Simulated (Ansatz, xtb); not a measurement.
## Isomers of B3ClH5N3O in order of energy

3 gas-phase structures of B3ClH5N3O, from a drawn sample of its isomers (lower ones may exist). Each was relaxed with GFN2-xTB; where two conformers were screened, the lower at r2SCAN-D4/def2-SVP is listed:

A. `ON1BNBNB1Cl`, a singlet
B. `OB1NBNB(Cl)N1`, a singlet
C. `ON1BNB(Cl)NB1`, a singlet

Make a reasoned guess at their ranking by r2SCAN-D4/def2-SVP single-point energy.

Calculated order at r2SCAN-D4/def2-SVP: B (0.0), A (355.9), C (359.3) kJ/mol. Less than 1 kcal/mol parts A and C, so the order within that pair means little.

Energies above the lowest of each column, in kJ/mol; the last columns are at PBE0-D3(BJ)/def2-SVP geometries:

| structure | GFN2-xTB | HF/STO-3G | r2SCAN-D4/def2-SVP | PBE0-D3(BJ)/def2-SVP | CCSD(T)/def2-SVP + ΔMP2/def2-TZVPP |
| --- | --- | --- | --- | --- | --- |
| B | 0.0 | 0.0 | 0.0 | 0.0 | 0.0 |
| A | 237.5 | 264.4 | 355.9 | 351.2 | 357.8 |
| C | 237.1 | 266.8 | 359.3 | 354.8 | 360.3 |

Every level run on B puts it lowest or level with the lowest. Flexible structures stand in one conformer each, not always the lowest. ΔMP2 is the change of the MP2 energy from the smaller to the larger basis.

Programs: Ansatz 0.2.0, xtb 6.7.1.
